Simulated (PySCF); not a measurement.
cyclohexanone (C6H10O), singlet, geometry from GFN2-xTB; BLYP/STO-3G in PySCF.

Input for PySCF:
```python
from pyscf import gto, scf, dft

mol = gto.Mole()
mol.atom = '''
    O     2.253199    0.387474   -0.150590
    C     1.111416    0.214818    0.192485
    C     0.105835    1.336003    0.315463
    C    -1.147624    1.025162   -0.506678
    C    -1.740251   -0.318209   -0.097005
    C    -0.711459   -1.426557   -0.288931
    C     0.547076   -1.144250    0.535743
    H    -0.167164    1.433839    1.369181
    H     0.563393    2.270525   -0.012641
    H    -1.880873    1.821672   -0.365343
    H    -0.883379    0.998155   -1.566146
    H    -2.626733   -0.529311   -0.698208
    H    -2.047472   -0.279800    0.950853
    H    -1.131733   -2.389299    0.008649
    H    -0.440342   -1.492194   -1.344969
    H     1.306607   -1.907141    0.358393
    H     0.292155   -1.148033    1.598487
'''
mol.basis = 'sto-3g'
mol.charge = 0
mol.spin = 0
mol.verbose = 4
mol.build()

mf = dft.RKS(mol)
mf.xc = 'blyp'
mf.kernel()
mf.analyze()
```

Output, abridged:

```
PySCF version 2.14.0

[INPUT] verbose = 4
[INPUT] num. atoms = 17
[INPUT] num. electrons = 54
[INPUT] charge = 0
[INPUT] spin (= nelec alpha-beta = 2S) = 0
[INPUT] symmetry False subgroup None
[INPUT] Mole.unit = angstrom
[INPUT] Symbol           X                Y                Z      unit          X                Y                Z       unit  Magmom
[...]
nuclear repulsion = 311.798001308216
number of shells = 31
number of NR pGTOs = 135
number of NR cGTOs = 45
basis = sto-3g
ecp = {}

******** <class 'pyscf.dft.rks.RKS'> ********
method = RKS
initial guess = minao
damping factor = 0
level_shift factor = 0
DIIS = <class 'pyscf.scf.diis.CDIIS'>
diis_start_cycle = 1
diis_space = 8
diis_damp = 0
SCF conv_tol = 1e-09
SCF conv_tol_grad = None
SCF max_cycles = 50
direct_scf = True
direct_scf_tol = 1e-13
XC library pyscf.dft.libxc version 7.1.2
    S. Lehtola, C. Steigemann, M. J. T. Oliveira, and M. A. L. Marques,  SoftwareX 7, 1–5 (2018)
XC functionals = blyp
    A. D. Becke,  Phys. Rev. A 38, 3098 (1988)
    C. Lee, W. Yang, and R. G. Parr,  Phys. Rev. B 37, 785 (1988)
    B. Miehlich, A. Savin, H. Stoll, and H. Preuss,  Chem. Phys. Lett. 157, 200 (1989)
radial grids:
    Treutler-Ahlrichs [JCP 102, 346 (1995); DOI:10.1063/1.469408] (M4) radial grids

becke partition: Becke, JCP 88, 2547 (1988); DOI:10.1063/1.454033
pruning grids: <function nwchem_prune>
grids dens level: 3
symmetrized grids: False
atomic radii adjust function: <function treutler_atomic_radii_adjust>
small_rho_cutoff = 0
Set gradient conv threshold to 3.16228e-05
Initial guess from minao.
tot grids = 196872
init E= -306.554566518287
[...]
cycle= 1 E= -305.679888767415  delta_E= 0.875  |g|= 0.654  |ddm|= 5.25
[...]
cycle= 2 E= -304.871427092829  delta_E= 0.808  |g|= 1.84  |ddm|= 2.84
[...]
cycle= 3 E= -305.814773272064  delta_E= -0.943  |g|= 0.161  |ddm|= 2.08
[...]
cycle= 4 E= -305.821518901074  delta_E= -0.00675  |g|= 0.0688  |ddm|= 0.246
[...]
cycle= 5 E= -305.822875417501  delta_E= -0.00136  |g|= 0.00777  |ddm|= 0.077
[...]
cycle= 6 E= -305.822889411292  delta_E= -1.4e-05  |g|= 0.00256  |ddm|= 0.00694
[...]
cycle= 7 E= -305.822891577408  delta_E= -2.17e-06  |g|= 0.00037  |ddm|= 0.00344
[...]
cycle= 8 E= -305.822891619026  delta_E= -4.16e-08  |g|= 7.38e-05  |ddm|= 0.000442
[...]
cycle= 9 E= -305.822891620511  delta_E= -1.48e-09  |g|= 1.32e-05  |ddm|= 7.14e-05
[...]
cycle= 10 E= -305.822891620559  delta_E= -4.87e-11  |g|= 1.32e-06  |ddm|= 1.5e-05
[...]
Extra cycle  E= -305.822891620559  delta_E=    0  |g|= 2.45e-06  |ddm|= 4.46e-06
converged SCF energy = -305.822891620559
**** SCF Summaries ****
Total Energy =                        -305.822891620559346
Nuclear Repulsion Energy =             311.798001308216328
One-electron Energy =                -1033.157199883347175
Two-electron Energy =                  415.536306954571558
Two-electron Coulomb Energy =          460.314261959489158
DFT Exchange-Correlation Energy =      -44.777955004917615
HOMO-LUMO gap [eV] =                     3.790232750163112
**** MO energy ****
[...]
 ** Mulliken pop on meta-lowdin orthogonal AOs  **
 ** Mulliken pop  **
 ** Mulliken atomic charges  **
charge of    0O =     -0.11898
charge of    1C =      0.11542
charge of    2C =     -0.11180
charge of    3C =     -0.07040
charge of    4C =     -0.07572
charge of    5C =     -0.07039
charge of    6C =     -0.11181
charge of    7H =      0.04837
charge of    8H =      0.04869
charge of    9H =      0.04262
charge of   10H =      0.04116
charge of   11H =      0.04291
charge of   12H =      0.03910
charge of   13H =      0.04262
charge of   14H =      0.04115
charge of   15H =      0.04869
charge of   16H =      0.04837
Dipole moment(X, Y, Z, Debye): -1.67822, -0.26318,  0.39856
```
